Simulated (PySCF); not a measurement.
Atoms are numbered as in `[CH2:1]=[CH:2]/[C:3](=[N:4]\[CH3:5])[CH:6]([F:7])[F:8]`. Hydrogens are named by the atom that carries them. Ha(C1) is cis to C3; Hb(C1) is trans to C3.

GIAO PBE0/pcSseg-1 shifts (PySCF 2.14, gas phase, non-relativistic, equivalent atoms averaged), each against references optimised in the same way as the molecule (TMS, NH3, CFCl3).

On the GFN2-xTB geometry: C3 168.2, C1 138.0, C2 126.4, C6 126.3, C5 38.9, N4 388.5, F7/F8 -131.1, Ha(C1) 6.78, H(C2) 6.47, Hb(C1) 6.34, H(C6) 6.32, H(C5) 3.69 ppm.

Question: What changes on the PBE0-D3(BJ)/def2-SVP geometry?

Answer: 
```json
{"atoms": "C3", "δ (ppm)": "168.4", "change": "+0.2"}
{"atoms": "C1", "δ (ppm)": "138.4", "change": "+0.4"}
{"atoms": "C2", "δ (ppm)": "127.2", "change": "+0.8"}
{"atoms": "C6", "δ (ppm)": "122.9", "change": "-3.4"}
{"atoms": "C5", "δ (ppm)": "38.5", "change": "-0.4"}
{"atoms": "N4", "δ (ppm)": "384.7", "change": "-3.8"}
{"atoms": "F7/F8", "δ (ppm)": "-127.0", "change": "+4.1"}
{"atoms": "Ha(C1)", "δ (ppm)": "6.64", "change": "-0.14"}
{"atoms": "H(C2)", "δ (ppm)": "6.42", "change": "-0.05"}
{"atoms": "Hb(C1)", "δ (ppm)": "6.23", "change": "-0.11"}
{"atoms": "H(C6)", "δ (ppm)": "5.93", "change": "-0.39"}
{"atoms": "H(C5)", "δ (ppm)": "3.38", "change": "-0.31"}
```

Unscaled 19F shifts against computed CFCl3 carry errors that often reach 10 to 50 ppm.

Bonds between heavy atoms that differ most (equivalent bonds averaged): C2–C3 1.459 → 1.469 Å, C1–C2 1.330 → 1.339 Å, C3–N4 1.269 → 1.275 Å, N4–C5 1.432 → 1.438 Å, C6–F7 1.358 → 1.354 Å. Mean change of bonds to hydrogen: C–H +0.011 Å.
